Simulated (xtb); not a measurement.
H₂Si₂ (SMILES [Si]=[SiH2]), singlet, geometry from GFN2-xTB; xtb with GFN1-xTB.

xtb was given this input:
```
$ xtb mol.xyz --gfn 1 --opt --json

# file mol.xyz
4

Si    -0.92407983     0.23504307     0.07848500
Si     1.18532325    -0.25526291    -0.12904727
H     -2.08110937     1.11348724    -0.18178411
H     -1.57629850    -0.83040946     0.88965591
```

What the program printed (banner, timings and long lists left out):

```
   ID    Z sym.   atoms
    1   14 Si     1, 2
    2    1 H      3, 4

           -------------------------------------------------
          |                Calculation Setup                |
           -------------------------------------------------

           -------------------------------------------------
          |                 G F N 1 - x T B                 |
           -------------------------------------------------

          ...................................................
          :                      SETUP                      :
          :.................................................:
          :  # basis functions                  24          :
          :  # atomic orbitals                  22          :
          :  # shells                           10          :
          :  # electrons                        10          :
          :  # halogen bonds                     0          :
          :  max. iterations                   250          :
          :  Hamiltonian                  GFN1-xTB          :
          :  restarted?                      false          :
          :  GBSA solvation                  false          :
          :  PC potential                    false          :
          :  electronic temp.          300.0000000     K    :
          :  accuracy                    1.0000000          :
          :  -> integral cutoff          0.2500000E+02      :
          :  -> integral neglect         0.1000000E-07      :
          :  -> SCF convergence          0.1000000E-05 Eh   :
          :  -> wf. convergence          0.2000000E-04 e    :
          :  Broyden damping             0.4000000          :
          :  net charge                          0          :
          :  unpaired electrons                  0          :
          ...................................................

 iter      E             dE          RMSdq      gap      omega  full diag
   1     -4.6267552 -0.462676E+01  0.448E+00    0.56       0.0  T
   2     -4.6301631 -0.340791E-02  0.251E+00    0.50       1.0  T
   3     -4.6305444 -0.381336E-03  0.395E-01    0.46       1.0  T
   4     -4.6306225 -0.780355E-04  0.320E-02    0.47       1.6  T
   5     -4.6306229 -0.425602E-06  0.982E-03    0.47       5.1  T
   6     -4.6306229 -0.120899E-07  0.151E-03    0.47      33.1  T
   7     -4.6306229 -0.153577E-08  0.359E-04    0.47     139.3  T
   8     -4.6306229 -0.177622E-09  0.622E-05    0.47     804.0  T
   9     -4.6306229 -0.921041E-12  0.453E-05    0.47    1102.5  T

   *** convergence criteria satisfied after 9 iterations ***

         :::::::::::::::::::::::::::::::::::::::::::::::::::::
         ::                     SUMMARY                     ::
         :::::::::::::::::::::::::::::::::::::::::::::::::::::
         :: total energy              -4.590897129239 Eh    ::
         :: gradient norm              0.024356066421 Eh/a0 ::
         :: HOMO-LUMO gap              0.470206679413 eV    ::
         ::.................................................::
         :: SCC energy                -4.630622908496 Eh    ::
         :: -> electrostatic           0.003218084969 Eh    ::
         :: repulsion energy           0.040841925561 Eh    ::
         :: dispersion energy         -0.001116146304 Eh    ::
         :: halogen bond corr.         0.000000000000 Eh    ::
         :: add. restraining           0.000000000000 Eh    ::
         :: total charge               0.000000000000 e     ::
         :::::::::::::::::::::::::::::::::::::::::::::::::::::

      -----------------------------------------------------------
     |                   =====================                   |
     |                        A N C O P T                        |
     |                   =====================                   |
     |               Approximate Normal Coordinate               |
     |                Rational Function Optimizer                |
      -----------------------------------------------------------
      -----------------------------------------------------------
     |                   =====================                   |
     |                        A N C O P T                        |
     |                   =====================                   |
     |               Approximate Normal Coordinate               |
     |                Rational Function Optimizer                |
      -----------------------------------------------------------

          ...................................................
          :                      SETUP                      :
          :.................................................:
          :   optimization level            normal          :
          :   max. optcycles                   200          :
          :   ANC micro-cycles                  20          :
          :   degrees of freedom                 6          :
          :.................................................:
          :   RF solver                   davidson          :
          :   write xtbopt.log                true          :
          :   linear?                        false          :
          :   energy convergence         0.5000000E-05 Eh   :
          :   grad. convergence          0.1000000E-02 Eh/α :
          :   maxmium RF displ.          1.0000000          :
          :   Hlow (freq-cutoff)         0.1000000E-01      :
          :   Hmax (freq-cutoff)         5.0000000          :
          :   S6 in model hess.         20.0000000          :
          ...................................................

generating ANC from exact Hessian ...
Using Lindh-Hessian (1995)
 Shifting diagonal of input Hessian by    1.0372927383479946E-002
 Lowest  eigenvalues of input Hessian
    0.010000    0.000000    0.000000    0.000000    0.000000    0.000000
    0.000000    0.017927    0.029454    0.134508    0.460677    0.534583
 Highest eigenvalues
[...]
 * total energy  :    -4.5908971 Eh     change       -0.1405098E-11 Eh
 * total energy  :    -4.5907588 Eh     change        0.1383752E-03 Eh
 * total energy  :    -4.5915603 Eh     change       -0.8015830E-03 Eh
 * total energy  :    -4.5916179 Eh     change       -0.5754179E-04 Eh
 * total energy  :    -4.5917581 Eh     change       -0.1402008E-03 Eh
 * total energy  :    -4.5918398 Eh     change       -0.8167433E-04 Eh
 * total energy  :    -4.5918654 Eh     change       -0.2564960E-04 Eh
 * total energy  :    -4.5918706 Eh     change       -0.5158562E-05 Eh
 * total energy  :    -4.5918720 Eh     change       -0.1428651E-05 Eh
   *** GEOMETRY OPTIMIZATION CONVERGED AFTER 9 ITERATIONS ***
[...]
           -------------------------------------------------

          ...................................................
          :                      SETUP                      :
          :.................................................:
          :  # basis functions                  24          :
          :  # atomic orbitals                  22          :
          :  # shells                           10          :
          :  # electrons                        10          :
          :  # halogen bonds                     0          :
          :  max. iterations                   250          :
          :  Hamiltonian                  GFN1-xTB          :
          :  restarted?                      false          :
          :  GBSA solvation                  false          :
          :  PC potential                    false          :
          :  electronic temp.          300.0000000     K    :
          :  accuracy                    1.0000000          :
          :  -> integral cutoff          0.2500000E+02      :
          :  -> integral neglect         0.1000000E-07      :
          :  -> SCF convergence          0.1000000E-05 Eh   :
          :  -> wf. convergence          0.2000000E-04 e    :
          :  Broyden damping             0.4000000          :
          :  net charge                          0          :
          :  unpaired electrons                  0          :
          ...................................................

 iter      E             dE          RMSdq      gap      omega  full diag
   1     -4.6292339 -0.462923E+01  0.628E-07    0.70       0.0  T
   2     -4.6292339  0.621725E-14  0.275E-07    0.70  100000.0  T
   3     -4.6292339 -0.799361E-14  0.140E-07    0.70  100000.0  T

   *** convergence criteria satisfied after 3 iterations ***

         :::::::::::::::::::::::::::::::::::::::::::::::::::::
         ::                     SUMMARY                     ::
         :::::::::::::::::::::::::::::::::::::::::::::::::::::
         :: total energy              -4.591871990680 Eh    ::
         :: gradient norm              0.000141255750 Eh/a0 ::
         :: HOMO-LUMO gap              0.698500543772 eV    ::
         ::.................................................::
         :: SCC energy                -4.629233871493 Eh    ::
         :: -> electrostatic           0.002733368910 Eh    ::
         :: repulsion energy           0.038478034233 Eh    ::
         :: dispersion energy         -0.001116153420 Eh    ::
         :: halogen bond corr.         0.000000000000 Eh    ::
         :: add. restraining           0.000000000000 Eh    ::
         :: total charge              -0.000000000000 e     ::
         :::::::::::::::::::::::::::::::::::::::::::::::::::::

           -------------------------------------------------
          |                Property Printout                |
           -------------------------------------------------

    * Orbital Energies and Occupations

         #    Occupation            Energy/Eh            Energy/eV
      -------------------------------------------------------------
         1        2.0000           -0.6252776             -17.0147
         2        2.0000           -0.5451493             -14.8343
         3        2.0000           -0.4609371             -12.5427
         4        2.0000           -0.3918068             -10.6616
         5        2.0000           -0.3377275              -9.1900 (HOMO)
         6        0.0000           -0.3120581              -8.4915 (LUMO)
         7                         -0.2695329              -7.3344
         8                         -0.2468452              -6.7170
         9                         -0.1884282              -5.1274
        10                         -0.1507246              -4.1014
        11                         -0.1237480              -3.3674
        12                         -0.1093402              -2.9753
        13                         -0.0972684              -2.6468
        14                         -0.0861306              -2.3437
        15                         -0.0513408              -1.3971
        16                         -0.0465411              -1.2664
       ...                                ...                  ...
        22                          2.7838848              75.7534
      -------------------------------------------------------------
                  HL-Gap            0.0256694 Eh            0.6985 eV
             Fermi-level           -0.3248928 Eh           -8.8408 eV

  Mulliken/CM5 charges         n(s)   n(p)   n(d)
     1Si   -0.06375 -0.22581   1.411  2.241  0.413
     2Si    0.16847  0.16427   1.774  1.824  0.234
     3H    -0.04534  0.03841   1.045  0.000  0.000
     4H    -0.05937  0.02313   1.059  0.000  0.000

Wiberg/Mayer (AO) data.
largest (>0.10) Wiberg bond orders for each atom

 ---------------------------------------------------------------------------
     #   Z sym  total        # sym  WBO       # sym  WBO       # sym  WBO
 ---------------------------------------------------------------------------
     1  14 Si   3.954 --     2 Si   2.177     3 H    0.904     4 H    0.873
     2  14 Si   2.372 --     1 Si   2.177     4 H    0.111
     3   1 H    0.995 --     1 Si   0.904
     4   1 H    0.992 --     1 Si   0.873     2 Si   0.111
 ---------------------------------------------------------------------------

Topologies differ in total number of bonds
Writing topology from bond orders to xtbtopo.mol

 dipole moment from electron density (au)
     X       Y       Z
   0.9909  -0.1216  -0.1643  total (Debye):    2.572

optimized geometry written to: xtbopt.xyz

           -------------------------------------------------
          | TOTAL ENERGY               -4.591871990680 Eh   |
          | GRADIENT NORM               0.000141255750 Eh/α |
          | HOMO-LUMO GAP               0.698500543772 eV   |
           -------------------------------------------------
```
